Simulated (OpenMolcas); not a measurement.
**4f ions of charge +2 along the row**

```yaml
Program: OpenMolcas
Method: SS-CASPT2, IPEA 0.25 Eh, imaginary shift 0.1 Eh
Basis: ANO-RCC-VTZP
Scalar_Hamiltonian: DKH2, point nucleus
Spin-orbit_coupling: state interaction with AMFI integrals over the reference wave functions, term energies averaged over their components
```

Active space: the 4f shell; CASPT2 also correlates the outermost closed s and p core shells.

ζ = ±2S·A comes from the whole width of the ground multiplet by E(J) = (A/2) J(J+1), where its levels are at least 85 % pure. Energies in cm-1.

```csv
Ion,Configuration,Lowest level,Weight (%),g,"g, pure LS",Next level,E,E measured,ζ,ζ measured
Ce2+,4f2,3H4,97,0.806,0.800,3H5,1679,1528,626,569
Pr2+,4f3,4I* 9/2,97,0.732,0.727,4I* 11/2,1516,1398,744,685
Nd2+,4f4,5I4,98,0.604,0.599,5I5,1231,1138,850,784
Pm2+,4f5,6H* 5/2,96,0.297,0.284,6H* 7/2,891,,1013,
Sm2+,4f6,7F0,92,,,7F1,351,293,1276,1151
Eu2+,4f7,8S* 7/2,97,1.995,2.002,6P* 7/2,29700,28200,,
Tb2+,4f9,6H* 15/2,95,1.326,1.334,6H* 13/2,2940,2805,1589,1507
Dy2+,4f10,5I8,94,1.243,1.251,5I7,4310,,1756,
Ho2+,4f11,4I* 15/2,98,1.197,1.200,4I* 13/2,5580,5439,,
Er2+,4f12,3H6,99,1.166,1.167,3F4 [64 %],5040,5082,,
```

Measured columns use the levels in Martin, Zalubas and Hagan, Atomic Energy Levels: The Rare-Earth Elements, NSRDS-NBS 60 (1978) (Ce2+, Sm2+, Eu2+, Tb2+); Martin, Zalubas and Hagan, Atomic Energy Levels: The Rare-Earth Elements, NSRDS-NBS 60 (1978); the list in Maison, Palmeri and Quinet, J. Phys. B 58, 015001 (2025) (Pr2+); Ding et al., The Spectrum and Energy Levels of the Low-lying Configurations of Nd III (preprint, 2023) (Nd2+); Martin, Zalubas and Hagan, Atomic Energy Levels: The Rare-Earth Elements, NSRDS-NBS 60 (1978); whole-number values converted from NIST levels in rydberg listed in Nahar, Atoms 12, 24 (2024) (Ho2+); Martin, Zalubas and Hagan, Atomic Energy Levels: The Rare-Earth Elements, NSRDS-NBS 60 (1978); the list in Deprince et al., Eur. Phys. J. D 78, 105 (2024) (Er2+).

The computed ζ goes from 626 (Ce2+) to 1756 cm-1 (Dy2+), a factor of 2.81, rising at every step. It departs from the measured column by +5 to +11 %.

Term energies are means over components that CASPT2 splits; among the low terms the widest spread is 1700 cm-1 (4f3 2L*, Pr2+). Over all roots computed the reference weight is 0.84 to 0.92 in Ce2+, 0.83 to 0.90 in Nd2+; the roots of lowest weight are the least certain, and an intruder state may touch them. The CASPT2 spread within a term exceeds the gap to the next term for 4f3 4F* and 4f3 4S*, 4f3 2I* and 4f3 2L*, 4f3 2L* and 4f3 4D*, so the order of their levels is uncertain, and so are names and mixing where such terms share a J (figures for Pr2+; the like holds for Pm2+, Eu2+, Dy2+, Ho2+, Er2+). Some terms miss by over 15 % even with CASPT2, which points to a basis or an active space too small for the shells correlated (holds for Ce2+; Pr2+; Nd2+). High states are left out of the spin-orbit mixing, which shifts the levels that they would mix with (holds for Pr2+; Nd2+; Pm2+; Sm2+; Eu2+; Tb2+; Dy2+; Ho2+). Some levels mix across a computed gap that differs much from the measured one, so their mixing is not that of the real levels (holds for Pr2+; Nd2+). Some high roots are left out of the spin-orbit mixing, which shifts the levels that they would mix with (holds for Er2+). Measured partners are found by configuration, term and J. A level has none where our copy of the source lacks it or the pairing is in doubt (some pairs that miss far off the trend of their configuration count as doubtful), and it then counts in no deviation. Only configurations of the active space appear.

A share in square brackets marks a mixed level and gives the weight of the term that names it, the lowest over the columns. * marks odd parity.
